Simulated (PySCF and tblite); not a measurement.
Values are calculated unless marked as measured or tabulated.
System: C₇H₇NO, numbered as in [H]/[N:1]=[CH:2]\[c:3]1[cH:4][cH:5][cH:6][cH:7][c:8]1[OH:9].

For the rotation about the C8–O9 bond (torsion C3–C8–O9–H from 180° to 354°, rising): electronic barrier 4.44 kcal/mol, zero-point change -0.79 kcal/mol, thermal and entropy terms at 400 K a further 0.17 kcal/mol (symmetry numbers apart). The minimum is Cs, the saddle C1. Level: revPBE/pcSseg-1 + D3(BJ) on GFN2-xTB stationary points, with GFN2-xTB thermal terms. Rate constants are transition-state-theory values, counting equivalent paths, without tunnelling. (PySCF 2.14 with density fitting, tblite 0.8.)

How many equivalent paths lead out of the minimum?

2: the symmetry number of the minimum is 1, that of the saddle displaced along its mode 1, and the displaced saddle is chiral while the minimum is not, which doubles the count.

Work out the rate at 400 K.

ΔG‡ = 3.82 kcal/mol; k_B T/h = 8.3×10¹² s⁻¹; exp(−ΔG‡/RT) = 0.0082; times 2 gives k = 1.4×10¹¹ s⁻¹. Wigner's tunnelling factor for the 410i cm⁻¹ mode would be 1.09.
